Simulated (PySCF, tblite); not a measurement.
System: Cl2Sn, singlet: symmetric bend, bond length relaxed. Scanned: Cl-Sn-Cl angle. Other coordinates (Sn-Cl bond length) were minimised at PBE0/def2-TZVP.

GFN2-xTB, 300 K electronic temperature (tblite); RKS-B3LYP/3-21G = restricted B3LYP/3-21G (PySCF 2.14.0); RHF/LANL2DZ = restricted Hartree-Fock/LANL2DZ, with its core potentials past Ne run with PySCF; CCSD(T) on RHF/def2-TZVP, 14 core orbitals frozen, def2 effective core potentials past Kr (PySCF).

Energies relative to the lowest point of each profile, in kcal/mol; the last columns give the difference from CCSD(T):

```tsv
a / °	GFN2-xTB	RKS-B3LYP/3-21G	RHF/LANL2DZ	CCSD(T)	GFN2-xTB − CCSD(T)	RKS-B3LYP/3-21G − CCSD(T)	RHF/LANL2DZ − CCSD(T)
180	20.4	24.0	34.3	33.3	-12.8	-9.3	1.1
170	19.9	22.9	33.0	31.9	-12.0	-9.0	1.1
160	18.4	20.2	29.4	28.2	-9.8	-8.0	1.2
150	15.7	16.3	24.1	22.9	-7.1	-6.6	1.2
140	12.0	11.8	17.9	16.8	-4.8	-5.0	1.1
130	7.9	7.4	11.6	10.8	-2.9	-3.4	0.8
120	4.1	3.6	6.0	5.6	-1.5	-2.0	0.5
110	1.2	0.9	1.9	1.8	-0.5	-0.9	0.2
100	0.0	0.0	0.0	0.0	0.0	0.0	0.0
90	1.3	1.5	1.2	1.2	0.0	0.2	0.0
80	6.5	6.4	7.4	7.2	-0.7	-0.7	0.2
```

GFN2-xTB is furthest from CCSD(T) at 180 (-12.8 kcal/mol, below); its mean absolute difference over the points is 4.7 kcal/mol.

RKS-B3LYP/3-21G is furthest from CCSD(T) at 180 (-9.3 kcal/mol, below); its mean absolute difference over the points is 4.1 kcal/mol.

RHF/LANL2DZ is furthest from CCSD(T) at 150 (1.2 kcal/mol, above); its mean absolute difference over the points is 0.7 kcal/mol.
